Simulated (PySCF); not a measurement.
## Structure from 2D NMR

Compound of formula C₆H₁₀OSi₂. Correlations simulated from computed shifts and the bond graph:

HSQC (one-bond C–H):
| δH | δC |
| --- | --- |
| 7.82 | 138.7 |
| 7.76 | 141.0 |

COSY cross peaks (H two or three bonds apart, from the bond graph; peaks can be absent where the dihedral angle is near 90°):
| δH | δH |
| --- | --- |
| 7.82 | 7.76 |

HMBC (two and three bonds, from the bond graph):
| δH | δC |
| --- | --- |
| 7.82 | 141.0, 138.7, 137.5, 135.7 |
| 7.76 | 141.0, 138.7, 137.5, 135.7 |
| 5.51 | 138.7, 137.5 |
| 4.54 | 141.0, 135.7 |

Carbons without hydrogens: δ 137.5, 135.7.

[PySCF 2.14.0 with density-fitted response routines: GIAO PBE0/pcSseg-1 shieldings; geometry: PBE0-D3(BJ)/def2-SVP; gas phase; no relativistic terms; rapidly exchanging positions averaged; one conformer]

δ = σ(ref) − σ, references computed at the same level: 1H (31.27 ppm) and 13C (184.41 ppm) against TMS.

Exchangeable hydrogens are left out of these lists.

Problem. Which molecule is this?

Solution. SMILES C1=CC([SiH2]O)=CC=C1[SiH3].

Numbering as in the mapped SMILES `[OH:1][SiH2:2][c:3]1[cH:4][cH:5][c:6]([SiH3:7])[cH:8][cH:9]1` (H(Xn): hydrogen on atom n).

δC 141.0 is C5/C8, an aromatic CH (δH 7.76). δC 138.7 is C4/C9, an aromatic CH (δH 7.82). δC 137.5 is C3, a substituted aromatic carbon. δC 135.7 is C6, a substituted aromatic carbon. HMBC from δH 7.82 reaches the proton-free carbons C3, C6. HMBC from δH 7.76 reaches the proton-free carbons C3, C6. HMBC from δH 5.51 reaches the proton-free carbon C3. HMBC from δH 4.54 reaches the proton-free carbon C6. COSY links 7.82–7.76.

The data come from this structure; uniqueness wasn't tested.

The OH or NH signal is concentration- and solvent-dependent in practice; the value given is the gas-phase one. Shifts are as computed. Against solution values, carbons near 30 ppm lie about +2 ppm off and those near 130 ppm about +5 ppm. Of 1309 compounds with measured shifts, 239 miss one by over three times the rms of a fit or turn the order of signals round; such compounds aren't used in these exercises.
